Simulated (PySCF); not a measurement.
C₂H₈OSi, SMILES CO[SiH2]C. Atoms are numbered in the order given.

```xyz
12

Si    -0.5268     0.4833     0.0000
C      0.4973     2.0384     0.0000
O      0.5298    -0.8068     0.0000
C      0.1276    -2.1453     0.0000
H     -1.4106     0.4167     1.2103
H     -1.4106     0.4167    -1.2103
H     -0.1507     2.9287     0.0000
H      1.1407     2.0788     0.8918
H      1.1407     2.0788    -0.8918
H     -0.4720    -2.4015     0.8940
H      1.0223    -2.7869     0.0000
H     -0.4720    -2.4015    -0.8940
```
Charge 0, spin multiplicity 1.

Geometry: PBE0-D3(BJ)/def2-SVP. The values are those of a single conformer.

These are PBE/def2-TZVP in PySCF values and carry that method's errors.

ESP charges are fitted to the potential on shells at 1.4 to 2.0 van der Waals radii. Atomic charges (e):

```
atom  ESP fit  Löwdin  meta-Löwdin
----  -------  ------  -----------
Si1      0.66    0.14         0.83
C2      -0.84   -0.46        -0.61
O3      -0.26    0.07        -0.58
C4      -0.32   -0.39        -0.13
H5      -0.14   -0.04        -0.12
H6      -0.14   -0.04        -0.12
H7       0.22    0.13         0.14
H8       0.22    0.13         0.14
H9       0.22    0.13         0.14
H10      0.11    0.10         0.10
H11      0.15    0.11         0.12
H12      0.11    0.10         0.10
```

**Question.** Give the Mayer and Wiberg (Löwdin basis) orders of the bonds. (An estimate is asked for; the answer gives what the named calculation found.)

**Answer.** 
| bond | Mayer | Wiberg |
|---|---|---|
| Si1–C2 | 1.04 | 1.26 |
| Si1–O3 | 1.17 | 1.54 |
| O3–C4 | 0.99 | 1.57 |
| Si1–H5 | 0.92 | 0.92 |
| Si1–H6 | 0.92 | 0.92 |
| C2–H7 | 0.94 | 0.90 |
| C2–H8 | 0.94 | 0.90 |
| C2–H9 | 0.94 | 0.90 |
| C4–H10 | 0.96 | 0.94 |
| C4–H11 | 0.96 | 0.94 |
| C4–H12 | 0.96 | 0.94 |
